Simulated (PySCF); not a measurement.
## 15N chemical shifts

How the numbers were obtained: PBE0/pcSseg-1 with gauge-including orbitals, GFN2-xTB geometry, in PySCF 2.14.0 with density-fitted response routines (gas phase, single conformer, relativity neglected, fast rotation and ring inversion assumed for equivalent nuclei).

Shieldings were converted by a linear fit to measured shifts: 15N (scatter 6.3 ppm rms vs CH3NO2, solution or neat liquid). A few per cent of atoms miss by over 2 rms, more outside the fitted compound classes.

(1) Give the 15N shifts of `Cc1nnn(C)c1C`, `[SiH3][C@H]1CCNN1`, `CCn1cc(C)nn1`, `N[SiH2]N[SiH2]O`, `CCc1cnnn1C`.

(2) Order these by 15N shift, lowest first.
A. Cc1cpcnc1Cl
B. N[SiH](N)O[SiH3]
C. C=C(F)CNC=O

## Answers

(1) 
| compound | environment | δ (ppm) |
| --- | --- | --- |
| [CH3:1][c:2]1[n:3][n:4][n:5]([CH3:6])[c:7]1[CH3:8] | N4: pyridine-type nitrogen of an azole | -27.9 |
| [CH3:1][c:2]1[n:3][n:4][n:5]([CH3:6])[c:7]1[CH3:8] | N3: pyridine-type nitrogen of an azole | -41.1 |
| [CH3:1][c:2]1[n:3][n:4][n:5]([CH3:6])[c:7]1[CH3:8] | N5: pyrrole-type ring nitrogen | -155.6 |
| [SiH3:1][C@H:2]1[CH2:3][CH2:4][NH:5][NH:6]1 | N6: nitrogen bonded to O or N | -287.6 |
| [SiH3:1][C@H:2]1[CH2:3][CH2:4][NH:5][NH:6]1 | N5: nitrogen bonded to O or N | -293.9 |
| [CH3:1][CH2:2][n:3]1[cH:4][c:5]([CH3:6])[n:7][n:8]1 | N8: pyridine-type nitrogen of an azole | -22.3 |
| [CH3:1][CH2:2][n:3]1[cH:4][c:5]([CH3:6])[n:7][n:8]1 | N7: pyridine-type nitrogen of an azole | -37.8 |
| [CH3:1][CH2:2][n:3]1[cH:4][c:5]([CH3:6])[n:7][n:8]1 | N3: pyrrole-type ring nitrogen | -143.1 |
| [NH2:1][SiH2:2][NH:3][SiH2:4][OH:5] | N3: nitrogen bonded to 2 Si, H | -369.9 |
| [NH2:1][SiH2:2][NH:3][SiH2:4][OH:5] | N1: nitrogen bonded to Si, 2 H | -370.4 |
| [CH3:1][CH2:2][c:3]1[cH:4][n:5][n:6][n:7]1[CH3:8] | N6: pyridine-type nitrogen of an azole | -23.4 |
| [CH3:1][CH2:2][c:3]1[cH:4][n:5][n:6][n:7]1[CH3:8] | N5: pyridine-type nitrogen of an azole | -38.8 |
| [CH3:1][CH2:2][c:3]1[cH:4][n:5][n:6][n:7]1[CH3:8] | N7: pyrrole-type ring nitrogen | -159.0 |

(2) B (-369.6 ppm, nitrogen bonded to Si, 2 H), C (-269.9 ppm, amide-type nitrogen), A (-53.4 ppm, pyridine-type ring nitrogen).
